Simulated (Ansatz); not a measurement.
Basis-set extrapolation for CH2ClNSSi, SMILES `N=C1S[SiH]1Cl` (PBE0-D4/def2-TZVP geometry, frozen core, Ansatz). Multiplicity 1, RHF reference.

```tsv
	def2-TZVPP	def2-QZVPP
HF	-1239.535880	-1239.572684
MP2 correlation	-0.827930	-0.896426
CCSD(T) correlation	-0.911301	not run
```

Energies in hartree. Use E(X) = E(∞) + A·exp(−7.88·√X) for Hartree–Fock and E(X) = E(∞) + B·X^(−2.97) for correlation, with X = 3 and 4, and add CCSD(T) minus MP2 of the smaller set to the MP2 limit.

**Question.** What is the CCSD(T) energy at the basis-set limit?

**Answer.** HF limit: -1239.572684 + (-0.036804) × 0.13774 = -1239.57775. MP2 limit: -0.896426 + (-0.068496) × 0.74074 = -0.94716. Higher-order term: -0.911301 − (-0.827930) = -0.08337. Total: -1240.60828 hartree, 423.0 kJ/mol below CCSD(T)/def2-TZVPP.
